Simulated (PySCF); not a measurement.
A GIAO shielding run with PySCF (density fitting, non-relativistic, gas phase) on `NC[C@@H]1C[Si@@H](CF)N1`, C4H11FN2Si:

```
$ OMP_NUM_THREADS=1 python probes_run.py task.json out

{"job": {"kind": "nmr", "xc": "PBE0", "basis": "pcSseg-1"}, "charge": 0, "multiplicity": 1}
N      3.092805    -0.060406     0.456550
C      1.817602    -0.729028     0.630621
C      0.757906    -0.383423    -0.421530
C      0.176947     1.030088    -0.263309
Si    -1.418693     0.209490     0.393023
C     -3.092129     0.392427    -0.518727
F     -4.055366     0.821590     0.373114
N     -0.496100    -1.103747    -0.227179
H      3.492956    -0.306971    -0.443294
H      2.959012     0.945795     0.463741
H      2.002658    -1.807968     0.612340
H      1.427051    -0.468839     1.618652
H      1.166688    -0.583139    -1.421282
H      0.105128     1.562363    -1.207018
H      0.728372     1.648239     0.438123
H     -1.671085     0.376388     1.828791
H     -3.447367    -0.559167    -0.918049
H     -3.080230     1.124901    -1.327822
H     -0.475958    -2.099343    -0.074207
```

Hardware: 1 thread of an Intel Xeon, shared host. The job also computes population analyses, field gradients, ring-centre shieldings.

**Question.** How large is the calculation?

**Answer.** 72 electrons, 198 basis functions and 1040 auxiliary functions.

**Question.** How long does it take, and how much memory does it need?

**Answer.** 82 s of wall time, with 14 SCF cycles and 5 response iterations; peak memory 0.87 GiB. Times on a shared host scatter by some tens of per cent.
